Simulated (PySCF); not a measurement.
Computed with PBE-D3(BJ)/def2-TZVP // PBE0-D3(BJ)/def2-TZVP run with PySCF. Isolated molecules, 0 K electronic values unless said otherwise. 

Reference species (SMILES): `[Si](Cl)Cl` (excited triplet) (neutral, multiplicity 3).

```json
{
  "dipole_moment": "0.54 D"
}
```

Changed species: `N#C[Si]Cl` (excited triplet) (X = cyano, multiplicity 3; the reference has X = chloro, multiplicity 3).

**Question.** What does the change do to the dipole moment?

**Answer.** the dipole moment increases by 2.55 D, to 3.09 D.
